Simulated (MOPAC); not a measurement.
A run for MOPAC: AM1 on SbC, 2S+1 = 2, a spin state set in the input, which need not be the lowest, a point of a bond scan (R = 1.886 Å).

```
AM1 1SCF PRECISE CHARGE=0 UHF MS=0.5 THREADS=1
CSb

C      0.00000000 1     0.00000000 1     0.00000000 1
Sb     0.00000000 1     0.00000000 1     1.88552400 1
```

The log:

```
*******************************************************************************
 **                                                                           **
 **                              MOPAC v23.2.5                                **
 **                                                                           **
 *******************************************************************************
 ** MOPAC's Digital Object Identifier: https://doi.org/10.5281/zenodo.6511958 **
 **                                                                           **
 ** Please cite the open-source release paper for use of this MOPAC version:  **
 ** J. E. Moussa and J. J. P. Stewart (2026)                                  **
 ** MOPAC: An open-source semiempirical molecular orbital program             **
 ** J. Open Source Softw., 11(119), 8025, https://doi.org/10.21105/joss.08025 **
 *******************************************************************************

                              AM1 CALCULATION RESULTS

 *******************************************************************************
 *  AM1        - The AM1 Hamiltonian to be used
 *  UHF        - UNRESTRICTED HARTREE-FOCK CALCULATION
 *
 *
 *
 *                 CHARGE ON SYSTEM = 0
 *
 *
 *
 *  MS=        - IN MECI, MAGNETIC COMPONENT OF SPIN =  0.5
 *  PRECISE    - TIGHTER CRITERIA TO BE USED
 *  1SCF       - DO 1 SCF AND THEN STOP
 *  THREADS=1  - MULTI-THREADING NOT USED
 *  T=         - A TIME OF 172800.0 SECONDS REQUESTED
 *  DUMP=N     - RESTART FILE WRITTEN EVERY 7200.0 SECONDS REQUESTED
 *******************************************************************************
AM1 1SCF PRECISE CHARGE=0 UHF MS=0.5 THREADS=1
 CSb

   ATOM   CHEMICAL          X               Y               Z
  NUMBER   SYMBOL      (ANGSTROMS)     (ANGSTROMS)     (ANGSTROMS)

     1       C          0.00000000  *   0.00000000  *   0.00000000  *
     2      Sb          0.00000000  *   0.00000000  *   1.88552400  *



          CARTESIAN COORDINATES

    NO.       ATOM           X           Y           Z

     1         C          0.0000      0.0000      0.0000
     2        Sb          0.0000      0.0000      1.8855

  C: (AM1): M.J.S. DEWAR ET AL, J. AM. CHEM. SOC. 107 3902-3909 (1985)
 Sb: (AM1): J. J. P. STEWART, J. MOL. MOD., 10, 155-164 (2004)

           Empirical Formula: C Sb  =     2 atoms



      MOLECULAR POINT GROUP   :   C*v


          UHF CALCULATION, NO. OF ALPHA ELECTRONS =    5
                           NO. OF BETA  ELECTRONS =    4

 -------------------------------------------------------------------------------
 AM1 1SCF PRECISE CHARGE=0 UHF MS=0.5 THREADS=1
 CSb



     1SCF WAS SPECIFIED, SO BFGS WAS NOT USED
     SCF FIELD WAS ACHIEVED


                              AM1 CALCULATION
                                                       MOPAC v23.2.5 Linux




          FINAL HEAT OF FORMATION =        170.99337 KCAL/MOL =     715.43627 KJ/MOL


          COSMO AREA              =         93.85 SQUARE ANGSTROMS
          COSMO VOLUME            =         82.31 CUBIC ANGSTROMS

          IONIZATION POTENTIAL    =          8.613100 EV
          ALPHA SOMO LUMO (EV)    =         -8.958 -0.890
          BETA  SOMO LUMO (EV)    =         -8.613 -1.637
          NO. OF ALPHA ELECTRONS  =          5
          NO. OF BETA  ELECTRONS  =          4
          MOLECULAR WEIGHT        =        133.7610         POINT GROUP:  C*v

          MOLECULAR DIMENSIONS (Angstroms)

            Atom       Atom       Distance
           Sb     2    C     1     1.88552
           Sb     2    C     1     0.00000
            C     1   Sb     2     0.00000


          SCF CALCULATIONS        =          1





   ATOM   CHEMICAL          X               Y               Z
  NUMBER   SYMBOL      (ANGSTROMS)     (ANGSTROMS)     (ANGSTROMS)

     1       C          0.00000000  *   0.00000000  *   0.00000000  *
     2      Sb          0.00000000  *   0.00000000  *   1.88552400  *

                             CARTESIAN COORDINATES

   1    C        0.000000000     0.000000000     0.000000000
   2   Sb        0.000000000     0.000000000     1.885524000


           Empirical Formula: C Sb  =     2 atoms



      MOLECULAR POINT GROUP   :   C*v


          ALPHA EIGENVALUES
 -24.71855 -15.31994  -9.67205  -9.23534  -8.95845  -0.88967  -0.52911   1.55894


           BETA EIGENVALUES
 -23.01112 -14.73306  -8.81863  -8.61310  -1.63694   0.47891   1.55621   2.04905


              NET ATOMIC CHARGES AND DIPOLE CONTRIBUTIONS

  ATOM NO.   TYPE          CHARGE      No. of ELECS.   s-Pop       p-Pop
    1          C          -0.284981        4.2850     1.89063     2.39435
    2         Sb           0.284981        4.7150     1.92080     2.79422
 DIPOLE           X         Y         Z       TOTAL
 POINT-CHG.     0.000     0.000     2.581     2.581
 HYBRID        -0.000     0.000    -0.822     0.822
 SUM           -0.000     0.000     1.759     1.759


          ATOMIC ORBITAL ELECTRON POPULATIONS

     Atom    s        px        py        pz
    1  C   1.89063   0.34976   0.83280   1.21179
    2 Sb   1.92080   1.65024   0.16720   0.97678


                    (SZ)    =    0.500000
                    (S**2)  =    0.783826


          ATOMIC ORBITAL SPIN POPULATIONS

    Atom   Total    s     px     py     pz
         Atomic
    1  C  1.0283  0.008  0.128  0.833  0.060
    2 Sb -0.0283  0.002 -0.128  0.167 -0.070

 **********************
 *                    *
 * JOB ENDED NORMALLY *
 *                    *
 **********************




 == MOPAC DONE ==
```

The run finished.

Cost: about 0.020 core-seconds (a rough figure).
